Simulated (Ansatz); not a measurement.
A structure relaxed at PBE0-D4/def2-TZVP, charge 0, multiplicity 1:

Cartesian coordinates in Å:
```
N -0.743 -0.192 1.350
Si -0.331 0.568 -0.142
B 1.212 -0.474 -0.963
F 1.879 0.035 -1.986
H -1.446 0.207 1.951
H -0.759 -1.198 1.403
H 0.049 1.980 0.141
H -1.432 0.639 -1.159
H 1.572 -1.564 -0.595
```

Q: Give its formula and SMILES.

A: BFH5NSi, `N[SiH2]BF`.

Q: Summarise the bond lengths by kind.

A: 1 × N–Si 1.724 Å; 2 × H–N 1.007 Å; 1 × B–Si 2.034 Å; 2 × H–Si 1.490 to 1.501 Å; 1 × B–F 1.323 Å; 1 × B–H 1.206 Å.

Program: Ansatz 0.2.0.
